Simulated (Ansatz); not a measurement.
`N[SiH2][SiH2][SiH3]`, charge 0, multiplicity 1.

(1) Give a relaxed structure at PBE0-D4/def2-TZVP (Ansatz). (Estimate.)

## Answers

(1) Ansatz gave: 
Z-matrix (Å, degrees):
```
Si
Si 1 2.340
N 1 1.723 2 109.7
H 1 1.497 2 107.4 3 -126.4
H 1 1.488 2 110.1 3 118.2
Si 2 2.339 1 110.3 3 177.2
H 2 1.490 1 110.8 3 -61.2
H 2 1.493 1 109.6 3 57.6
H 3 1.007 1 119.7 2 -49.3
H 3 1.008 1 119.7 2 168.0
H 6 1.488 2 110.0 1 -59.7
H 6 1.488 2 111.2 1 180.0
H 6 1.488 2 110.1 1 59.7
```
This is one stationary point; other conformers may exist.
